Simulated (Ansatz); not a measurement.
The cluster CuO2⁻. Total charge -1; singlet. Geometry r2SCAN-D4/def2-TZVP, that of the neutral doublet.

```xyz
3

Cu   -0.8579    0.9330    0.7820
O     0.9884   -0.7391   -0.2596
O    -0.1305   -0.1939   -0.5224
```

The structure holds 1 bond(s) between oxygen atoms. The restricted singlet is unstable towards broken spin symmetry in Hartree–Fock (as tested in another run); at PBE-D4/def2-TZVPD, r2SCAN-D4/def2-TZVPD, PBE0-D4/def2-TZVPD this wasn't settled. At PBE-D4/def2-TZVPD, r2SCAN-D4/def2-TZVPD, PBE0-D4/def2-TZVPD the highest occupied level of the charge -1 singlet lies above zero (up to 1.76 eV). Its loss leaves the charge 0 doublet, which lies 1.03 eV higher (vertical, at PBE-D4/def2-TZVPD), but this difference is unsure: the doublet is doubtful (at the level of its geometry, ⟨S²⟩ 1.10, where a pure state has 0.75). At PBE-D4/def2-TZVPD an occupied level of the charge -1 singlet lies above an empty one (by up to 0.10 eV), so this SCF solution is probably not the lowest. The structure comes from a short search, and lower isomers may exist.

(1) Estimate the orbital energies around the gap (eV) in Ansatz with PBE-D4/def2-TZVPD, r2SCAN-D4/def2-TZVPD, PBE0-D4/def2-TZVPD.

Results:

(1) 
```tsv
orbital	PBE-D4/def2-TZVPD	r2SCAN-D4/def2-TZVPD	PBE0-D4/def2-TZVPD
HOMO−5	-0.73	-0.98	-2.72
HOMO−4	-0.72	-0.98	-2.61
HOMO−3	-0.56	-0.78	-2.61
HOMO−2	-0.54	-0.76	-2.28
HOMO−1	0.74	0.62	0.27
HOMO	1.76	1.52	0.35
LUMO	1.66	1.65	2.35
LUMO+1	3.45	3.82	3.90
LUMO+2	3.58	3.91	4.03
LUMO+3	4.03	4.66	4.50
LUMO+4	4.78	5.36	5.30
LUMO+5	5.69	6.29	6.34
```
